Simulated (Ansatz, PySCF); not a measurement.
Ga(Cl)2(NHMe) (CH4Cl2GaN), SMILES [NH](C)[Ga]([Cl])[Cl].

Coordinates come from a B3LYP-D3(BJ)/def2-SVP optimisation. The structure was generated by enumeration; whether it is a known compound was not checked. The values are those of a single conformer.

Vertical ionisation energy (IE) and electron affinity (EA) in eV. Rows of orbital energies are one-electron estimates. Where ΔSCF, EOM or ADC give a negative EA the extra electron is unbound and the value depends on the basis.

```
level                                                                  IE    EA
-------------------------------------------------------------------  ----  ----
−ε(HOMO), −ε(LUMO), PBE0/def2-TZVP (PySCF)                           7.33  1.14
−ε(HOMO), −ε(LUMO), PBE/def2-TZVP (PySCF)                            6.01  2.09
ΔSCF, PBE0/def2-SVPD (Ansatz), final states of multiplicity 2 and 2   [?]   [?]
ΔSCF, PBE/def2-SVPD (Ansatz), final states of multiplicity 2 and 2   9.23  0.10
```

### Question
What belongs in the gaps? (Estimate from the structure and the level; the computed values follow.)

### Answer

- ΔSCF, PBE0/def2-SVPD (Ansatz, a program for electronic structure), final states of multiplicity 2 and 2, IE: 9.39
- ΔSCF, PBE0/def2-SVPD (Ansatz), final states of multiplicity 2 and 2, EA: -0.06

### Question
What vertical singlet–triplet gap does ΔSCF give with PBE0/def2-SVPD (Ansatz) and with PBE/def2-SVPD (Ansatz)? (The exact figures need the calculation; the answer reports its results.)

### Answer
4.55 and 4.28 eV (triplet above singlet where positive).
